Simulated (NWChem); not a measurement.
Molecule: BH3S; SMILES SB

```xyz
5

B      0.0078    -1.2040     0.0000
H      1.0698    -1.7727     0.0000
H     -1.0441    -1.7896     0.0000
S      0.0836     0.5634     0.0000
H     -1.2407     0.8368     0.0000
```
Atoms are numbered in this order, from 1.

Program: NWChem. Geometry optimised at PBE0/def2-SVP; all other runs use it. Pople sets run with spherical d functions. Vzz has the sign of the potential's second derivative.

```
quantity                                                                level       value
----------------------------------------------------  -----------------------  ----------
anisotropy (bohr³), static                                       PBE0/6-31+G*        19.7
J(11B atom 1, 1H atom 3) (Hz)                                   B3LYP/6-31G**       170.8
Vzz B1 (a.u.)                                                CAM-B3LYP/6-31G*       0.449
vertical, lowest excitation, singlet (eV)             CAM-B3LYP/def2-SVP, TDA  (withheld)
first state with f > 0.002 (eV), S K edge, unshifted     B3LYP/def2-TZVP, TDA  (withheld)
dipole (D)                                                      PBE0/def2-SVP        1.06
highest harmonic frequency (cm⁻¹)                               PBE0/def2-SVP  (withheld)
```

Problem. What belongs in the gaps?

Solution. 
- vertical, lowest excitation, singlet (eV), value: 6.33
- first state with f > 0.002 (eV), S K edge, unshifted, value: 2415.1
- highest harmonic frequency (cm⁻¹), value: 2722
